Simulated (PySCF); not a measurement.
Basis-set dependence of population analyses: `C=C(Cl)CBP`

Species: C3H7BClP.
Numbering: `[CH2:1]=[C:2]([Cl:3])[CH2:4][BH:5][PH2:6]` (hydrogens: H7, H8 on C1; H9, H10 on C4; H11 on B5; H12, H13 on P6)

Structure used (PBE0-D3(BJ)/def2-SVP), in Å, numbered top down from 1:
```
atom  x, y, z in Å
C1    -1.9182   -0.9077    0.6695
C2    -0.9220   -0.0716    0.9620
Cl3   -0.1085   -0.2045    2.5033
C4    -0.3650    0.9985    0.0852
B5     1.1016    0.8229   -0.4611
P6     2.3211   -0.4993    0.0791
H7    -2.4280   -0.8217   -0.2928
H8    -2.2436   -1.6808    1.3669
H9    -1.0193    1.1399   -0.7941
H10   -0.3876    1.9725    0.6126
H11    1.5273    1.6819   -1.2005
H12    1.5044   -1.6544    0.2104
H13    2.9469   -0.7923   -1.1630
```

PBE0 throughout (PySCF), one geometry, spherical d and f functions. Isolated species at its PBE0-D3(BJ)/def2-SVP geometry (one conformer only). The first 7 of 11 kinds of atom are listed.

Mulliken charges (e):

```
        basis  functions      C1      C2     Cl3      C4      B5      P6      H7
       STO-3G         45  -0.176  +0.024  -0.130  -0.248  +0.063  +0.233  +0.092
        6-31G         76  -0.319  -0.224  +0.102  -0.519  +0.101  +0.017  +0.176
     pcSseg-0         76  -0.324  -0.301  +0.058  -0.774  +0.232  -0.242  +0.228
       6-31G*        106  -0.396  -0.031  -0.007  -0.504  +0.102  -0.108  +0.185
      cc-pVDZ        127  +0.049  -0.275  -0.067  +0.025  -0.014  -0.042  +0.046
     def2-SVP        127  -0.024  -0.161  -0.101  +0.004  -0.034  -0.008  +0.049
  aug-cc-pVDZ        209  +0.817  +0.136  -0.234  +0.575  -0.512  -0.892  -0.434
6-311+G(2d,p)        220  -0.597  +0.548  +0.018  -0.703  -0.014  -0.067  +0.129
    def2-TZVP        240  -0.317  +0.067  -0.111  -0.222  +0.006  -0.198  +0.135
      cc-pVTZ        286  -0.281  +0.042  -0.109  -0.155  -0.020  -0.082  +0.123
     IGLO-III        298  -0.279  +0.061  +0.025  -0.397  +0.109  +0.171  +0.084
     pcSseg-2        328  -0.110  -0.043  -0.132  -0.094  +0.121  +0.035  +0.056
```

IAO charges (e):

```tsv
basis	functions	C1	C2	Cl3	C4	B5	P6	H7
STO-3G	45	-0.279	-0.037	-0.039	-0.393	-0.042	+0.226	+0.142
6-31G	76	-0.339	+0.012	-0.060	-0.411	-0.041	+0.063	+0.162
pcSseg-0	76	-0.324	-0.006	-0.048	-0.407	-0.055	+0.055	+0.156
6-31G*	106	-0.332	+0.017	-0.056	-0.402	-0.034	+0.116	+0.155
cc-pVDZ	127	-0.344	+0.025	-0.054	-0.403	-0.045	+0.113	+0.156
def2-SVP	127	-0.337	+0.024	-0.047	-0.398	-0.046	+0.124	+0.151
aug-cc-pVDZ	209	-0.356	+0.028	-0.056	-0.409	-0.042	+0.104	+0.161
6-311+G(2d,p)	220	-0.354	+0.023	-0.051	-0.411	-0.048	+0.123	+0.161
def2-TZVP	240	-0.355	+0.023	-0.049	-0.411	-0.047	+0.125	+0.160
cc-pVTZ	286	-0.355	+0.026	-0.052	-0.411	-0.045	+0.115	+0.160
IGLO-III	298	-0.358	+0.023	-0.047	-0.412	-0.049	+0.127	+0.160
pcSseg-2	328	-0.354	+0.023	-0.050	-0.411	-0.046	+0.123	+0.160
```

Hirshfeld charges (e):

| basis | functions | C1 | C2 | Cl3 | C4 | B5 | P6 | H7 |
| --- | --- | --- | --- | --- | --- | --- | --- | --- |
| STO-3G | 45 | -0.073 | +0.075 | -0.157 | -0.066 | +0.089 | +0.117 | +0.035 |
| 6-31G | 76 | -0.117 | +0.030 | -0.049 | -0.118 | +0.090 | -0.009 | +0.053 |
| pcSseg-0 | 76 | -0.117 | +0.031 | -0.031 | -0.132 | +0.081 | +0.019 | +0.052 |
| 6-31G* | 106 | -0.115 | +0.035 | -0.055 | -0.116 | +0.096 | -0.014 | +0.052 |
| cc-pVDZ | 127 | -0.119 | +0.033 | -0.029 | -0.134 | +0.091 | +0.011 | +0.051 |
| def2-SVP | 127 | -0.125 | +0.033 | -0.017 | -0.142 | +0.089 | +0.017 | +0.051 |
| aug-cc-pVDZ | 209 | -0.127 | +0.018 | -0.009 | -0.152 | +0.094 | +0.011 | +0.055 |
| 6-311+G(2d,p) | 220 | -0.122 | +0.013 | -0.011 | -0.147 | +0.092 | +0.015 | +0.054 |
| def2-TZVP | 240 | -0.124 | +0.021 | -0.015 | -0.147 | +0.094 | +0.009 | +0.053 |
| cc-pVTZ | 286 | -0.123 | +0.025 | -0.020 | -0.145 | +0.094 | +0.009 | +0.053 |
| IGLO-III | 298 | -0.130 | +0.017 | +0.001 | -0.155 | +0.093 | +0.018 | +0.053 |
| pcSseg-2 | 328 | -0.126 | +0.021 | -0.012 | -0.151 | +0.095 | +0.011 | +0.054 |

ESP-fitted charges (e):

| basis | functions | C1 | C2 | Cl3 | C4 | B5 | P6 | H7 |
| --- | --- | --- | --- | --- | --- | --- | --- | --- |
| STO-3G | 45 | -0.457 | +0.359 | -0.209 | -0.466 | +0.354 | -0.203 | +0.168 |
| 6-31G | 76 | -0.569 | +0.241 | -0.126 | -0.479 | +0.314 | -0.402 | +0.232 |
| pcSseg-0 | 76 | -0.645 | +0.329 | -0.139 | -0.612 | +0.415 | -0.462 | +0.257 |
| 6-31G* | 106 | -0.522 | +0.165 | -0.086 | -0.429 | +0.281 | -0.330 | +0.224 |
| cc-pVDZ | 127 | -0.482 | +0.117 | -0.071 | -0.363 | +0.234 | -0.273 | +0.210 |
| def2-SVP | 127 | -0.503 | +0.147 | -0.068 | -0.379 | +0.249 | -0.294 | +0.213 |
| aug-cc-pVDZ | 209 | -0.536 | +0.168 | -0.080 | -0.435 | +0.258 | -0.257 | +0.225 |
| 6-311+G(2d,p) | 220 | -0.560 | +0.166 | -0.075 | -0.424 | +0.239 | -0.257 | +0.235 |
| def2-TZVP | 240 | -0.561 | +0.184 | -0.074 | -0.448 | +0.254 | -0.258 | +0.233 |
| cc-pVTZ | 286 | -0.538 | +0.173 | -0.079 | -0.430 | +0.251 | -0.255 | +0.225 |
| IGLO-III | 298 | -0.513 | +0.114 | -0.052 | -0.378 | +0.220 | -0.244 | +0.220 |
| pcSseg-2 | 328 | -0.575 | +0.200 | -0.086 | -0.443 | +0.267 | -0.271 | +0.234 |

Question: Which scheme is steadiest as the basis changes?

Answer: Largest range over the bases for any column: Hirshfeld 0.16 e, IAO 0.17 e, ESP-fitted 0.26 e, Mulliken 1.41 e. Hirshfeld charges move least and Mulliken charges most, counted in e. Without the minimal STO-3G basis the ranges are Hirshfeld 0.06, IAO 0.07, ESP-fitted 0.25, Mulliken 1.41 e.

Question: How much do the charges still move between the two largest bases, IGLO-III and pcSseg-2?

Answer: At most, over all atoms: Mulliken 0.303 e, IAO 0.004 e, Hirshfeld 0.013 e, ESP-fitted 0.085 e.

Question: What do the same runs give for the total energy, the frontier levels and the dipole moment?

Answer: 
```
        basis  energy (Eh)  HOMO (eV)  LUMO (eV)  μ (D)
       STO-3G    -933.8805      -4.66       1.83   2.24
        6-31G    -944.3143      -7.16      -1.21   2.76
     pcSseg-0    -943.1871      -7.36      -1.49   2.92
       6-31G*    -944.3925      -7.11      -1.23   2.33
      cc-pVDZ    -944.4522      -7.17      -1.36   2.02
     def2-SVP    -944.0854      -7.17      -1.39   1.98
  aug-cc-pVDZ    -944.4633      -7.28      -1.50   2.01
6-311+G(2d,p)    -944.4996      -7.29      -1.53   2.00
    def2-TZVP    -944.5124      -7.26      -1.50   1.94
      cc-pVTZ    -944.5201      -7.26      -1.48   1.97
     IGLO-III    -944.5123      -7.23      -1.47   1.78
     pcSseg-2    -944.5288      -7.30      -1.53   2.04
```

The dipole is fixed by the density alone, so its range of 1.14 D shows that the density itself changes with the basis, not only its division among atoms.
